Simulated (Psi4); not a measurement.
CH3Br3OSi, singlet, at a GFN2-xTB geometry; PBE/def2-TZVP in Psi4.

Psi4 was given this input:
```
memory 2 GB

molecule mol {
0 1
  C    -2.935985    0.202170   -0.343247
  O    -1.654901    0.758406   -0.442952
  Si   -0.225319    0.148342   -0.077761
  Br    0.200910   -1.665624   -1.260525
  Br    1.150007    1.772171   -0.582241
  Br   -0.098913   -0.379627    2.061478
  H    -3.643477    0.949796   -0.696518
  H    -3.158244   -0.054114    0.694331
  H    -3.008846   -0.694909   -0.960977
}

set basis def2-tzvp
set reference rks

energy('pbe')
print_variables()
```

Problem. What does Psi4 print? Leave out banner, timings and long lists.

Solution. 
```
   => Loading Basis Set <=

    Name: DEF2-TZVP
    Role: ORBITAL
    Keyword: BASIS

         ---------------------------------------------------------
                                   SCF
               by Justin Turney, Rob Parrish, Andy Simmonett
                          and Daniel G. A. Smith
                              RKS Reference
         ---------------------------------------------------------

  ==> Geometry <==

    Molecular point group: c1
    Full point group: C1

    Geometry (in Angstrom), charge = 0, multiplicity = 1:

       Center              X                  Y                   Z               Mass
    ------------   -----------------  -----------------  -----------------  -----------------
         C           -3.006697300149     0.211102680251    -0.353087156284    12.000000000000
         O           -1.725613300149     0.767338680251    -0.452792156284    15.994914619570
         SI          -0.296031300149     0.157274680251    -0.087601156284    27.976926534650
         BR           0.130197699851    -1.656691319749    -1.270365156284    78.918337600000
         BR           1.079294699851     1.781103680251    -0.592081156284    78.918337600000
         BR          -0.169625300149    -0.370694319749     2.051637843716    78.918337600000
         H           -3.714189300149     0.958728680251    -0.706358156284     1.007825032230
         H           -3.228956300149    -0.045181319749     0.684490843716     1.007825032230
         H           -3.079558300149    -0.685976319749    -0.970817156284     1.007825032230

  Running in c1 symmetry.

  Rotational constants: A =      0.02303  B =      0.02200  C =      0.01612 [cm^-1]
  Rotational constants: A =    690.30519  B =    659.60730  C =    483.24733 [MHz]
  Nuclear repulsion = 1253.322962539788705

  Charge       = 0
  Multiplicity = 1
  Electrons    = 136
  Nalpha       = 68
  Nbeta        = 68

  ==> Algorithm <==

  SCF Algorithm Type is DF.
  DIIS enabled.
  MOM disabled.
  Fractional occupation disabled.
  Guess Type is SAD.
  Energy threshold   = 1.00e-06
  Density threshold  = 1.00e-06
  Integral threshold = 1.00e-12

  ==> Primary Basis <==

  Basis Set: DEF2-TZVP
    Blend: DEF2-TZVP
    Number of shells: 95
    Number of basis functions: 261
    Number of Cartesian functions: 297
    Spherical Harmonics?: true
    Max angular momentum: 3

  ==> DFT Potential <==

   => LibXC <=

    Version 7.1.2
    S. Lehtola, C. Steigemann, M. J. T. Oliveira, and M. A. L. Marques,  SoftwareX 7, 1–5 (2018) (10.1016/j.softx.2017.11.002)

   => Composite Functional: PBE <=

    PBE GGA Exchange-Correlation Functional

    J.P. Perdew et. al., Phys. Rev. Lett., 77(18), 3865-3868, 1996

    Deriv               =              1
    GGA                 =           TRUE
    Meta                =          FALSE

    Exchange Hybrid     =          FALSE
    MP2 Hybrid          =          FALSE

   => Exchange Functionals <=

    1.0000     XC_GGA_X_PBE

   => Correlation Functionals <=

    1.0000     XC_GGA_C_PBE

   => LibXC Density Thresholds  <==

    XC_GGA_C_PBE:  1.00E-12
    XC_GGA_X_PBE:  1.00E-15

   => Molecular Quadrature <=

    Radial Scheme          =       TREUTLER
    Pruning Scheme         =           NONE
    Nuclear Scheme         =       TREUTLER

    Blocking Scheme        =         OCTREE
    BS radius alpha        =              1
    Pruning alpha          =              1
    Radial Points          =             75
    Spherical Points       =            302
    Total Points           =         190761
    Total Blocks           =           1494
    Max Points             =            256
    Max Functions          =            229
    Weights Tolerance      =       1.00E-15

   => Loading Basis Set <=

    Name: (DEF2-TZVP AUX)
    Role: JKFIT
    Keyword: DF_BASIS_SCF

  ==> Integral Setup <==

  SCF_SUBTYPE=INCORE selected. In-core MEM_DF algorithm will be used.
  Using in-core AOs.

  ==> MemDFJK: Density-Fitted J/K Matrices <==

    J tasked:                   Yes
    K tasked:                    No
    wK tasked:                   No
    Algorithm:                 Core
    Schwarz Cutoff:           1E-12
    Mask sparsity (%):       9.3393
    Fitting Condition:        1E-10

   => Auxiliary Basis Set <=

  Basis Set: (DEF2-TZVP AUX)
    Blend: DEF2-UNIVERSAL-JKFIT
    Number of shells: 286
    Number of basis functions: 1132
    Number of Cartesian functions: 1510
    Spherical Harmonics?: true
    Max angular momentum: 5

  Minimum eigenvalue in the overlap matrix is 1.1883116556E-03.
  Reciprocal condition number of the overlap matrix is 1.6439685175E-04.
    Using symmetric orthogonalization.

  ==> Pre-Iterations <==

  SCF Guess: Superposition of Atomic Densities via on-the-fly atomic UHF (no occupation information).

   -------------------------
    Irrep   Nso     Nmo
   -------------------------
     A        261     261
   -------------------------
    Total     261     261
   -------------------------

  ==> Iterations <==

                           Total Energy        Delta E     RMS |[F,P]|

   @DF-RKS iter SAD: -8121.65985267079395   -8.12166e+03   0.00000e+00
   @DF-RKS iter   1: -8124.55176981664954   -2.89192e+00   1.10369e-02 ADIIS/DIIS
   @DF-RKS iter   2: -8123.45004666217301    1.10172e+00   1.30353e-02 ADIIS/DIIS
   @DF-RKS iter   3: -8125.64686297447042   -2.19682e+00   3.23320e-03 ADIIS/DIIS
   @DF-RKS iter   4: -8125.89134901113266   -2.44486e-01   5.02187e-04 ADIIS/DIIS
   @DF-RKS iter   5: -8125.89318238161559   -1.83337e-03   3.49251e-04 ADIIS/DIIS
   @DF-RKS iter   6: -8125.89680234895786   -3.61997e-03   9.57555e-05 DIIS
   @DF-RKS iter   7: -8125.89714207499765   -3.39726e-04   3.10493e-05 DIIS
   @DF-RKS iter   8: -8125.89716832635531   -2.62514e-05   8.06592e-06 DIIS
   @DF-RKS iter   9: -8125.89717049980482   -2.17345e-06   8.85573e-07 DIIS
   @DF-RKS iter  10: -8125.89717052565447   -2.58497e-08   4.00590e-07 DIIS
  Energy and wave function converged.

  ==> Post-Iterations <==

   Electrons on quadrature grid:
      Ntotal   =  135.9999987172 ; deviation = -1.283e-06

    Orbital Energies [Eh]
    ---------------------

    Doubly Occupied:

[...]
    Virtual:

[...]
     261A     43.444033

    Final Occupation by Irrep:
              A
    DOCC [    68 ]
    NA   [    68 ]
    NB   [    68 ]

  @DF-RKS Final Energy: -8125.89717052565447

   => Energetics <=

    Nuclear Repulsion Energy =           1253.3229625397887048
    One-Electron Energy =              -13806.1114929841678531
    Two-Electron Energy =                4735.5846399854917763
    DFT Exchange-Correlation Energy =    -308.6932800667674428
    Empirical Dispersion Energy =           0.0000000000000000
    VV10 Nonlocal Energy =                  0.0000000000000000
    Total Energy =                      -8125.8971705256544737

Computation Completed

Properties will be evaluated at   0.000000,   0.000000,   0.000000 [a0]

Properties computed using the SCF density matrix

 Multipole Moments:

 ------------------------------------------------------------------------------------
     Multipole            Electronic (a.u.)      Nuclear  (a.u.)        Total (a.u.)
 ------------------------------------------------------------------------------------

 L = 1.  Multiply by 2.5417464519 to convert [e a0] to [Debye]
 Dipole X            :         17.4463525          -18.1732766           -0.7269241
 Dipole Y            :         -2.4047321            2.2957782           -0.1089539
 Dipole Z            :          2.5055111           -2.5289397           -0.0234286
 Magnitude           :                                                    0.7354173

 ------------------------------------------------------------------------------------

  Variable Map:
  ----------------------------------------------------------------------------
[...]
  Array Variable Map:
  ----------------------------------------------------------------------------
[...]
[...]
```
